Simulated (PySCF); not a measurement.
**Badger's rule along the fourth-period p block: bonds to Bi**

PBE0 in PySCF with def2-SVP on every atom (core potentials on Bi), for the lowest determinant that a PBE0 search found; no spin–orbit coupling. Badger's rule says that Re = d + c·k^(−1/3) for bonds between atoms of fixed rows.

| molecule | state (unpaired electrons) | Re (Å) | k (mdyn/Å) |
| --- | --- | --- | --- |
| BiSe | doublet (π ↑) | 2.436 | 2.82 |
| GeBi | doublet (π ↑) | 2.522 | ? |
| BiBr | triplet (π ↑↑) | 2.607 | ? |
| GaBi | triplet (π ↑↑) | 2.840 | 0.787 |

Question: Fix c and d from BiSe and GaBi.

Answer: c = (2.84 − 2.436)/(0.787^(−1/3) − 2.82^(−1/3)) = 1.076, d = 2.436 − c·2.82^(−1/3) = 1.674 Å.

Question: Predict k of the others and set the computed values beside them.

Answer: 

| molecule | k by the rule | k computed | difference (%) |
| --- | --- | --- | --- |
| GeBi | 2.05 | 2.05 | 0 |
| BiBr | 1.54 | 1.75 | -12 |

The rule misses by 6 % on average, well for two fitted constants.

These are scalar-relativistic numbers at best; spin–orbit coupling would shift them, the dissociation energy most. States were picked by a PBE0 search and need not be the measured ground states.
